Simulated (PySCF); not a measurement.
BrCs, charge -1, multiplicity 2. Atoms are numbered in the order given.

```xyz
2

Cs     0.0000     0.0000    -1.2992
Br     0.0000     0.0000     2.0417
```
Charge -1, spin multiplicity 2.

Coordinates come from a B3LYP-D3(BJ)/def2-TZVPD optimisation. The spin state was assumed, not searched. The def2 effective core potentials stand for the cores of Cs; spin–orbit coupling is left out.

Level of theory: r2SCAN/def2-TZVPD run with PySCF.

Mulliken values depend strongly on the basis, most of all with diffuse functions as here. ESP charges are fitted to the potential on shells at 1.4 to 2.0 van der Waals radii. Atomic charges (e):

```
atom  ESP fit  Mulliken  Mulliken spin
----  -------  --------  -------------
Cs1     -0.50     -0.07           1.01
Br2     -0.50     -0.93          -0.01
```
